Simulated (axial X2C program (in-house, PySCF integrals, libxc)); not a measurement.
## Photoelectron levels of BSe⁻ by EOM-IP-CCSD

Calculated with an in-house all-electron X2C program for linear molecules (integrals from PySCF): two-component X2C with atomic mean-field Coulomb and Gaunt terms, Gaussian nuclei, basis Se dyall-acv3z, B dyall-av3z with contracted cores.

R = 1.828 Å (near the PBE0 minimum at charge -1 of the determinant lowest at the starting distance; the state shown can have its own minimum elsewhere).

Vertical detachment energies of BSe⁻ to the states of BSe:

```tsv
Ω of BSe	vertical detachment energy (eV)	above lowest (cm⁻¹)	ionised spinor	one-hole weight
1/2	2.557	0	45% B pσ, 29% B sσ, 13% Se pσ	0.91
3/2	3.978	11461	67% Se pπ, 20% B pπ, 9% B dπ	0.93
1/2	4.163	12957	68% Se pπ, 19% B pπ, 9% B dπ	0.93
1/2	7.430	39301	59% Se pσ, 22% B sσ, 9% Se sσ	0.77
```

Problem. Take the first Ω = 1/2 and Ω = 3/2 rows of π character: how far apart are they, and which lies lower?

Solution. E(3/2) − E(1/2) = 11461 − 12957 = -1496 cm⁻¹ at EOM-IP-CCSD: inverted, Ω = 3/2 lower. Splittings at this level can be off by ten to twenty per cent.

This point took 4.3 s on 1 thread of Arm Neoverse V2, on a shared host.

Reference electrons by ω block (each with its −ω partner): 1/2: 14, 3/2: 5, 5/2: 1. 10 electrons of BSe⁻ correlated (inner shells frozen), 94 natural virtual spinors (a truncated set); levels can be off by some tenths of an eV. Roots sought by Ω: (1/2: 4, 3/2: 3, 5/2: 1); rows need 60 % one-particle weight and stop where some Ω has no more roots. Missing are any skipped roots, higher Ω and states of a further excitation; these come out far too high here and may in truth be low or lowest. T1 of the reference 0.023 (Lee–Taylor). Number of frozen shells: Se 3 s, 2 p, 1 d; B 1 s.
